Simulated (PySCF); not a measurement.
Geometries of 2 isomers of C3H9NO2Si, from PySCF 2.14.0, PBE0-D3(BJ)/def2-SVP geometry optimisation, gas phase. One conformer each, no zero-point energy, no frequencies.

Question: Which is lower in electronic energy at this level?
A.
```xyz
16
angstrom
C     -3.133   -0.309   -0.114
N     -2.367   -0.418    1.104
Si    -0.932   -1.329    1.297
O      0.365   -0.525    0.477
C      1.562   -1.111    0.529
C      2.618   -0.365   -0.231
O      1.743   -2.138    1.138
H     -2.953   -1.193   -0.746
H     -2.877    0.580   -0.721
H     -4.217   -0.277    0.090
H     -2.547    0.323    1.773
H     -0.612   -1.371    2.745
H     -1.106   -2.645    0.633
H      3.574   -0.895   -0.163
H      2.313   -0.263   -1.283
H      2.716    0.652    0.176
```
B.
```xyz
16
angstrom
N      1.748    1.139    0.435
C      1.945   -0.228   -0.016
Si     0.253   -0.957   -0.357
O     -0.599   -1.279    1.049
C     -1.812   -0.552    1.048
C     -1.629    0.646    0.108
O     -0.783    0.227   -0.951
H      1.346    1.701   -0.312
H      2.624    1.577    0.708
H      2.610   -0.363   -0.898
H      2.394   -0.829    0.796
H      0.314   -2.129   -1.275
H     -2.636   -1.202    0.697
H     -2.050   -0.225    2.072
H     -2.591    0.994   -0.302
H     -1.152    1.482    0.651
```

Answer: A. That is `CN[SiH2]OC(C)=O`, 12.3 kcal/mol below the other.

```
         SMILES                          atoms numbered as above      E (Eh)  relative (kcal/mol)  relative (kJ/mol)  dipole (D)
CN[SiH2]OC(C)=O   [CH3:1][NH:2][SiH2:3][O:4][C:5]([CH3:6])=[O:7]  -613.69540                  0.0                0.0        2.96
  NC[SiH]1OCCO1  [NH2:1][CH2:2][SiH:3]1[O:4][CH2:5][CH2:6][O:7]1  -613.67577                 12.3               51.5        1.34
```

As drawn, the lower has a C=O bond and a C(=O)–O unit, which the higher lacks; the higher has an Si–C bond, which the lower lacks.
